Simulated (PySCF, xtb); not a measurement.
Breaking a bond: SMILES B. The B1–H4 bond (B1 also carries H, H; H4 carries nothing else) is stretched with both fragments frozen at the PBE0/def2-TZVP optimised geometry. Each curve is given relative to its own lowest point near equilibrium.

```json
[
 {"R / Å": "0.90", "A": "187.2", "B": "162.1", "C": "194.6", "D": "190.6"},
 {"R / Å": "0.97", "A": "95.7", "B": "76.3", "C": "103.0", "D": "98.5"},
 {"R / Å": "1.00", "A": "68.2", "B": "52.1", "C": "75.1", "D": "70.7"},
 {"R / Å": "1.07", "A": "25.1", "B": "16.4", "C": "30.3", "D": "26.8"},
 {"R / Å": "1.12", "A": "8.5", "B": "4.3", "C": "12.0", "D": "9.5"},
 {"R / Å": "1.16", "A": "1.9", "B": "0.3", "C": "3.8", "D": "2.3"},
 {"R / Å": "1.19", "A": "0.0", "B": "0.0", "C": "0.7", "D": "0.0"},
 {"R / Å": "1.23", "A": "1.1", "B": "2.5", "C": "0.0", "D": "0.5"},
 {"R / Å": "1.26", "A": "4.1", "B": "6.2", "C": "1.7", "D": "3.2"},
 {"R / Å": "1.30", "A": "10.7", "B": "13.2", "C": "6.4", "D": "9.2"},
 {"R / Å": "1.40", "A": "36.6", "B": "38.3", "C": "27.3", "D": "33.8"},
 {"R / Å": "1.48", "A": "63.9", "B": "63.3", "C": "50.4", "D": "60.1"},
 {"R / Å": "1.60", "A": "110.9", "B": "104.5", "C": "90.8", "D": "105.6"},
 {"R / Å": "1.77", "A": "182.3", "B": "165.1", "C": "152.3", "D": "174.5"},
 {"R / Å": "1.95", "A": "254.6", "B": "228.3", "C": "216.2", "D": "262.8"},
 {"R / Å": "2.14", "A": "302.9", "B": "290.5", "C": "278.3", "D": "339.9"},
 {"R / Å": "2.37", "A": "334.2", "B": "356.5", "C": "344.1", "D": "387.4"},
 {"R / Å": "2.60", "A": "350.0", "B": "410.4", "C": "399.3", "D": "410.5"},
 {"R / Å": "2.92", "A": "359.8", "B": "466.0", "C": "459.9", "D": "424.6"},
 {"R / Å": "3.21", "A": "363.3", "B": "499.9", "C": "501.1", "D": "429.7"},
 {"R / Å": "3.60", "A": "365.1", "B": "—", "C": "540.8", "D": "432.3"},
 {"R / Å": "4.16", "A": "365.8", "B": "—", "C": "576.1", "D": "433.3"}
]
```

Energies in kJ/mol.

Task: Match the curves with the methods GFN1-xTB in xtb; restricted LDA (SVWN5)/cc-pVDZ (PySCF); UHF/cc-pVDZ (PySCF); MP2 on UHF/cc-pVDZ, 1 core orbital frozen run with PySCF.

Result: A is UHF; B is GFN1-xTB; C is RKS-LDA (SVWN5); D is UMP2.

Dashes: no converged value, or the column stops at the first point that the program doubted or that broke a chosen test of continuity, which isn't proof of a fault.

At the longest distance RKS-LDA (SVWN5) leaves fractional charges on the fragments, a sign of delocalisation error or of the restricted form. The restricted form behind RKS-LDA (SVWN5) keeps the bonding electrons paired and can't separate into open-shell fragments. The unrestricted determinant behind UMP2, UHF is spin-contaminated at 1.95 to 4.16 Å (<S²> up to 1.0, against 0.00 for a pure singlet).
